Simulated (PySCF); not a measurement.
A series of related molecules.

All values: CAM-B3LYP/def2-SVPD (PySCF) at PBE0-D3(BJ)/def2-SVP geometries, gas phase, one conformer each. Core orbitals are frozen in the response; Δα² is half the sum of the squared differences of the principal polarisabilities. The calculation is non-relativistic, for germanium and arsenic too.

(1) Rank by HOMO energy, lowest first.
A. `BB[AsH2]`
B. `[GeH3][O]B[AsH2]`
C. `[SiH3]OB[AsH2]`

(2) Rank by dipole moment, lowest first.
A. `[CH3:1][NH:2][BH:3][AsH2:4]` with C1–N2–B3–As4 175°, N2–B3–As4–H 29° and 123°
B. `[AsH2:1][BH:2][CH:3]1[CH2:4][CH2:5][CH2:6]1` with H–As1–B2–C3 -139° and -41°, As1–B2–C3–C4 -19°, B2–C3–C4–C5 -117°, C3–C4–C5–C6 -8°, C4–C5–C6–C3 8°, B2–C3–C6–C5 119°
C. `[GeH3:1][O:2][BH:3][AsH2:4]` with Ge1–O2–B3–As4 4°, O2–B3–As4–H -41° and -135°
D. `[BH2:1][BH:2][AsH2:3]` with B1–B2–As3–H 35° and 132°

(3) Rank by mean static polarisability, highest first.
A. `[GeH3][O]B[AsH2]`
B. `CNB[AsH2]`
C. `[SiH3]OB[AsH2]`
D. `[AsH2]BC1CCC1`
E. `BB[AsH2]`

Answers

(1) A (-8.62 eV), C (-8.37 eV), B (-8.19 eV).

(2) D (0.39 D), B (1.18 D), C (2.14 D), A (2.64 D).

(3) D (13.82 Å³), A (11.95 Å³), C (11.40 Å³), B (10.53 Å³), E (9.82 Å³).

All values together:

```json
{"SMILES": "CNB[AsH2]", "formula": "CH7AsBN", "μ (D)": "2.64", "HOMO (eV)": "-8.15", "LUMO (eV)": "0.85", "α (Å³)": "10.53", "Δα (Å³)": "4.57", "electrons": "58", "α per electron (Å³)": "0.182", "ΔSCF removal energy (eV)": "9.10"}
{"SMILES": "[AsH2]BC1CCC1", "formula": "C4H10AsB", "μ (D)": "1.18", "HOMO (eV)": "-8.31", "LUMO (eV)": "-0.30", "α (Å³)": "13.82", "Δα (Å³)": "4.56", "electrons": "72", "α per electron (Å³)": "0.192", "ΔSCF removal energy (eV)": "9.15"}
{"SMILES": "[SiH3]OB[AsH2]", "formula": "AsBH6OSi", "μ (D)": "1.29", "HOMO (eV)": "-8.37", "LUMO (eV)": "0.24", "α (Å³)": "11.40", "Δα (Å³)": "3.27", "electrons": "66", "α per electron (Å³)": "0.173", "ΔSCF removal energy (eV)": "9.30"}
{"SMILES": "BB[AsH2]", "formula": "AsB2H5", "μ (D)": "0.39", "HOMO (eV)": "-8.62", "LUMO (eV)": "-0.84", "α (Å³)": "9.82", "Δα (Å³)": "4.24", "electrons": "48", "α per electron (Å³)": "0.205", "ΔSCF removal energy (eV)": "9.57"}
{"SMILES": "[GeH3][O]B[AsH2]", "formula": "AsBGeH6O", "μ (D)": "2.14", "HOMO (eV)": "-8.19", "LUMO (eV)": "0.43", "α (Å³)": "11.95", "Δα (Å³)": "3.48", "electrons": "84", "α per electron (Å³)": "0.142", "ΔSCF removal energy (eV)": "9.09"}
```

Conformers: `[CH3:1][NH:2][BH:3][AsH2:4]` with C1–N2–B3–As4 175°, N2–B3–As4–H 29° and 123°; `[AsH2:1][BH:2][CH:3]1[CH2:4][CH2:5][CH2:6]1` with H–As1–B2–C3 -139° and -41°, As1–B2–C3–C4 -19°, B2–C3–C4–C5 -117°, C3–C4–C5–C6 -8°, C4–C5–C6–C3 8°, B2–C3–C6–C5 119°; `[SiH3:1][O:2][BH:3][AsH2:4]` with Si1–O2–B3–As4 6°, O2–B3–As4–H -42° and -137°; `[BH2:1][BH:2][AsH2:3]` with B1–B2–As3–H 35° and 132°; `[GeH3:1][O:2][BH:3][AsH2:4]` with Ge1–O2–B3–As4 4°, O2–B3–As4–H -41° and -135°.
